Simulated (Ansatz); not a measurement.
Cost and result for the atomization energy of H$_{6}$O$_{2}$Si$_{2}$, SMILES `O[SiH2][SiH2]O` (10 atoms, 9 bonds).

| atom | x (Å) | y (Å) | z (Å) |
| --- | --- | --- | --- |
| O1 | 1.627 | 1.330 | -1.088 |
| Si2 | 0.074 | 0.799 | -0.863 |
| Si3 | -0.074 | -0.799 | 0.863 |
| O4 | -1.627 | -1.331 | 1.086 |
| H5 | 2.041 | 1.802 | -0.365 |
| H6 | -0.332 | 0.201 | -2.162 |
| H7 | -0.851 | 1.936 | -0.572 |
| H8 | 0.852 | -1.934 | 0.574 |
| H9 | 0.329 | -0.200 | 2.164 |
| H10 | -2.039 | -1.804 | 0.362 |

Charge 0, multiplicity 1. The structure was optimised at the PBE0-D4/def2-TZVP level. It is one conformer, not always the lowest. Program: Ansatz. All runs use 2 threads of a server CPU on a shared host. Times are those of one run each, without the atoms' runs, and a repeat can differ threefold. Electronic energies, without spin–orbit coupling; frozen cores. CCSD(T)/CBS adds CCSD(T) − MP2 in def2-TZVPP to the MP2 limit, and its time is that of the two runs behind it. T1 = 0.012. B3LYP takes the VWN-RPA correlation (the form of Gaussian; ORCA's B3LYP/G).

CCSD(T)/CBS is a level of theory with its own doubt, some kJ/mol a heavy atom from the limit and from the frozen cores, so smaller differences don't rank the functionals.

```csv
level,functions,wall time,atomization (kJ/mol),difference from CCSD(T)/CBS,per bond
PBE-D4/def2-TZVPP (with forces),230,2.4 s,3364.3,-24.8,-2.7
PBE0-D4/def2-TZVPP,230,2.6 s,3313.1,-76.0,-8.4
B3LYP-D4/def2-TZVPP (with forces),230,4.3 s,3355.8,-33.3,-3.7
r2SCAN-D4/def2-TZVPP (with forces),230,4.7 s,3365.0,-24.1,-2.7
B2PLYP/def2-TZVPP,230,4.8 s,3323.9,-65.2,-7.2
ωB97X-V/def2-TZVPP,230,7 s,3386.8,-2.3,-0.2
ωB97M-V/def2-TZVPP (with forces),230,9.5 s,3371.5,-17.6,-1.9
MP2/def2-QZVPP,434,17 s,3385.2,-3.9,-0.4
CCSD(T)/def2-TZVPP,230,81 s,3284.5,-104.6,-11.6
CCSD(T)/CBS(def2),–,97 s,3389.1,0.0,0.0
```

From PBE to PBE0 (25 % exact exchange), in def2-TZVPP and without D4, the atomization energy moves by −48.5 kJ/mol: exact exchange takes away binding that semilocal exchange gives to molecules. In def2-TZVPP, CCSD(T) changes the Hartree–Fock value by +842.6 kJ/mol (the triples alone add +40.6 kJ/mol) and MP2 by +880.2 kJ/mol; breaking electron pairs costs correlation energy, which Hartree–Fock lacks. The D4 term adds +29.6 kJ/mol with B3LYP and +15.6 kJ/mol with PBE0; it sums over pairs of atoms, weighted by their polarisabilities, and B3LYP, whose exchange is more repulsive, gets the larger term.
